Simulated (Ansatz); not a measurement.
Compare A (`CC([SiH3])(Cl)Cl`) with its isomer B (`[SiH3]CC(Cl)Cl`).

Computed with Ansatz on PBE0-D4/def2-TZVP structures; ΔE is electronic, products minus reactants. CCSD(T)/CBS adds triple-zeta CCSD(T) − MP2 to the extrapolated MP2 energy (def2 sets, frozen cores). DFT in def2-TZVPP. B3LYP here is the variant with VWN-RPA as its local correlation; programs differ in this. One conformer a species, not always the lowest.

(1) Which is lower in electronic energy at CCSD(T)/CBS, and by how much? (An estimate is asked.)

(2) Give E(B) − E(A) in kcal/mol with PBE-D4, HF/def2-TZVPP, B3LYP, CCSD/def2-TZVPP, MP2/def2-TZVPP, ωB97M-V, r2SCAN-D4. (An estimate is asked.)

Largest T1 diagnostic: 0.010.

## Answers

(1) The calculation gave: B, by 0.3 kcal/mol. So small a gap doesn't settle the order.

(2) Ansatz gave: PBE-D4 -0.7, HF/def2-TZVPP -1.9, B3LYP -1.4, CCSD/def2-TZVPP -1.0, MP2/def2-TZVPP -0.1, ωB97M-V -0.7, r2SCAN-D4 -0.6. None reverses the order clearly.

In def2-TZVPP, CCSD(T) changes the Hartree–Fock value by +1.3 kcal/mol (the triples alone add +0.4 kcal/mol) and MP2 by +1.8 kcal/mol. The D4 term adds +0.8 kcal/mol with B3LYP and +0.4 kcal/mol with PBE0; it sums over pairs of atoms, weighted by their polarisabilities, and B3LYP, whose exchange is more repulsive, gets the larger term.
